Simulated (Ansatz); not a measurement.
The inner images of a band of BClH₃Si₂ (7 atoms, charge -1, multiplicity 1) are given out of order.

These are results of RKS PBE-D4/def2-SVP in Ansatz, not measurements.

First end point:

```xyz
7
Properties=species:S:1:pos:R:3
Si -0.449 1.180 -0.281
B 0.279 -0.573 0.254
Si 0.543 -2.359 -0.117
Cl 1.608 -3.628 1.302
H 0.100 1.867 -1.531
H -0.123 2.173 0.831
H -1.958 1.341 -0.458
```

Last end point:

```xyz
7
Properties=species:S:1:pos:R:3
Si -0.575 1.076 -0.691
B 0.085 0.007 0.714
Si 0.804 -1.512 -0.316
Cl 1.490 -2.944 1.257
H -0.435 0.695 -2.152
H -0.017 0.284 1.899
H -1.351 2.394 -0.709
```

Q: Put them in order from the first end to the last, with their energies above the first end.
A.
```xyz
7
Properties=species:S:1:pos:R:3
Si -0.452 1.119 -0.322
B 0.110 -0.755 -0.153
Si 0.488 -2.580 -0.277
Cl 1.610 -3.035 1.578
H 0.107 1.998 -1.442
H 0.073 1.771 0.951
H -1.937 1.481 -0.336
```
B.
```xyz
7
Properties=species:S:1:pos:R:3
Si -0.607 1.075 -0.734
B -0.111 -0.209 0.553
Si 0.775 -1.744 -0.296
Cl 1.768 -2.703 1.457
H -0.460 1.003 -2.244
H -0.250 0.088 1.730
H -1.115 2.490 -0.466
```
C.
```xyz
7
Properties=species:S:1:pos:R:3
Si -0.576 1.070 -0.571
B -0.087 -0.738 -0.401
Si 0.429 -2.548 -0.156
Cl 1.579 -2.350 1.755
H 0.182 2.192 -1.279
H 0.292 0.607 0.674
H -1.819 1.768 -0.023
```
D.
```xyz
7
Properties=species:S:1:pos:R:3
Si -0.417 1.021 -0.317
B -0.029 -0.903 -0.432
Si 0.412 -2.734 -0.357
Cl 1.462 -2.279 1.611
H 0.160 2.007 -1.334
H 0.265 1.359 0.993
H -1.852 1.528 -0.164
```
E.
```xyz
7
Properties=species:S:1:pos:R:3
Si -0.589 1.149 -0.820
B 0.071 -0.403 0.001
Si 0.533 -2.297 -0.114
Cl 1.696 -2.484 1.772
H -0.119 1.962 -2.018
H -0.214 -0.065 1.151
H -1.378 2.138 0.029
```
F.
```xyz
7
Properties=species:S:1:pos:R:3
Si -0.574 1.122 -0.759
B 0.050 -0.552 -0.234
Si 0.422 -2.434 -0.095
Cl 1.642 -2.419 1.773
H 0.081 2.217 -1.594
H -0.023 0.178 0.829
H -1.598 1.889 0.079
```
G.
```xyz
7
Properties=species:S:1:pos:R:3
Si -0.613 1.115 -0.789
B -0.028 -0.317 0.282
Si 0.741 -2.052 -0.235
Cl 1.721 -2.590 1.688
H -0.333 1.512 -2.232
H -0.262 -0.031 1.451
H -1.226 2.363 -0.166
```

A: A (+4.6 kJ/mol), D (+8.3 kJ/mol), C (+37.2 kJ/mol), F (+5.8 kJ/mol), E (-47.8 kJ/mol), G (-76.8 kJ/mol), B (-95.6 kJ/mol).

The run took 110 s on 2 threads of AMD EPYC 7B13 (Zen 3) (shared host), peak memory 0.14 GiB.
